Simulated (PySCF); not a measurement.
Correlation energy of I⁺ (iodine, charge +1)

[Kr] 4d10 5s2 5p3 5d1, high-spin 5D determinant (an excited configuration). Computed with PySCF 2.14 in aug-cc-pVDZ-PP with ECP28MDF, with a scalar-relativistic core potential. Frozen: 4s2 4p6 4d10; 6 electrons correlated.

```json
{"level": "CCSD", "correlation energy (mhartree)": "-58.06"}
{"level": "(T)", "correlation energy (mhartree)": "-0.53"}
{"level": "CCSD(T)", "correlation energy (mhartree)": "-58.59"}
{"level": "CCSDT", "correlation energy (mhartree)": "-58.73"}
```

Diagnostics: T1 = 0.0037, D1 = 0.0109, largest double amplitude 0.050.

The outer electron is Rydberg-like, and this basis confines it to a smaller radius and binds it less than a complete one would.

Cost of the coupled-cluster step: roughly 0.25 core-seconds, for 6 correlated electrons.

Iterations:

```
CC2 = 0
CCSD nocc = (np.int64(5), np.int64(1)), nmo = (23, 23)
frozen orbitals [[0, 1, 2, 3, 4, 5, 6, 7, 8], [0, 1, 2, 3, 4, 5, 6, 7, 8]]
max_cycle = 100
direct = 0
conv_tol = 1e-08
conv_tol_normt = 1e-06
diis_space = 8
diis_start_cycle = 0
Init t2, MP2 energy = -0.0451662031920531
Init E_corr(UCCSD) = -0.0451662031933838
cycle = 1  E_corr(UCCSD) = -0.0549062459452802  dE = -0.00974004275  norm(t1,t2) = 0.036645
cycle = 2  E_corr(UCCSD) = -0.0571821678583661  dE = -0.00227592191  norm(t1,t2) = 0.0108576
cycle = 3  E_corr(UCCSD) = -0.0580801835713028  dE = -0.000898015713  norm(t1,t2) = 0.00376829
cycle = 4  E_corr(UCCSD) = -0.0580618577093833  dE = 1.83258619e-05  norm(t1,t2) = 0.000514683
cycle = 5  E_corr(UCCSD) = -0.0580652866632034  dE = -3.42895382e-06  norm(t1,t2) = 0.000101292
cycle = 6  E_corr(UCCSD) = -0.0580645291920709  dE = 7.57471133e-07  norm(t1,t2) = 2.19469e-05
cycle = 7  E_corr(UCCSD) = -0.058064877571172  dE = -3.48379101e-07  norm(t1,t2) = 3.44434e-06
cycle = 8  E_corr(UCCSD) = -0.0580647396966398  dE = 1.37874532e-07  norm(t1,t2) = 6.79348e-07
cycle = 9  E_corr(UCCSD) = -0.058064790273686  dE = -5.05770462e-08  norm(t1,t2) = 1.80058e-07
cycle = 10  E_corr(UCCSD) = -0.0580647815328093  dE = 8.74087666e-09  norm(t1,t2) = 3.86764e-08
UCCSD converged
E(UCCSD) = -293.9983713739405  E_corr = -0.05806478153280931
UCCSD(T) correction = -0.000530609872041229
```
